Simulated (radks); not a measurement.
Ni+, 27 electrons, occupied as [Ar] 3d9 (the NIST ground configuration).

Calculated with a radial shooting solver on a logarithmic mesh with Libxc functionals: scalar-relativistic Kohn-Sham, BLYP, spin-polarised, spherical densities, point nucleus; open shells are filled with parallel spins first.

Energy parts (hartree):
total: -1520.65674
kinetic: 1541.83822
electron-nucleus: -3645.73048
Hartree: 646.88742
exchange-correlation: -63.65191

Orbitals (lengths in bohr, moments of r in powers of bohr; r(90%) holds 90 % of the orbital's charge):
| orbital | occ. | eigenvalue (hartree) | r(90%) |
|---|---|---|---|
| 1s down | 1 | -302.0136 | 0.0966 |
| 1s up | 1 | -302.0136 | 0.0966 |
| 2s up | 1 | -36.19392 | 0.379 |
| 2s down | 1 | -36.17497 | 0.379 |
| 2p up | 3 | -31.16290 | 0.352 |
| 2p down | 3 | -31.14855 | 0.352 |
| 3s up | 1 | -4.21614 | 1.12 |
| 3s down | 1 | -4.17635 | 1.12 |
| 3p up | 3 | -2.76674 | 1.22 |
| 3p down | 3 | -2.72800 | 1.22 |
| 3d up | 5 | -0.49429 | 1.92 |
| 3d down | 4 | -0.46104 | 1.97 |

The highest occupied level is 3d down at -12.546 eV. Summed over all electrons, <r^2> = 20.54 bohr^2, which gives a Langevin (diamagnetic) susceptibility term of -16.3 x 10^-6 cm^3/mol. Spin moment in Bohr magnetons: 1. The density falls to 0.001 e/bohr^3 at r = 3.39 bohr.
